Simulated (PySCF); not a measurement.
A structure optimised at PBE-D3(BJ)/def2-SVP, used in a PySCF frequency run:

```xyz
12

C     -1.4273    -1.4149     0.0000
C     -0.1845    -0.9011     0.0000
C      1.0854    -1.7034     0.0000
C      0.0126     0.5989     0.0000
F      0.7229     0.9926    -1.0907
F      0.7229     0.9926     1.0907
F     -1.1452     1.2927     0.0000
H     -2.3146    -0.7661     0.0000
H     -1.5841    -2.5045     0.0000
H      1.7012    -1.4595    -0.8903
H      0.8729    -2.7884     0.0000
H      1.7012    -1.4595     0.8903
```

Write its SMILES, formula and point group.

C=C(C)C(F)(F)F, C4H5F3, Cs

What are its rotational constants (standard atomic weights)?

3.4830, 2.4451, 1.9574 GHz
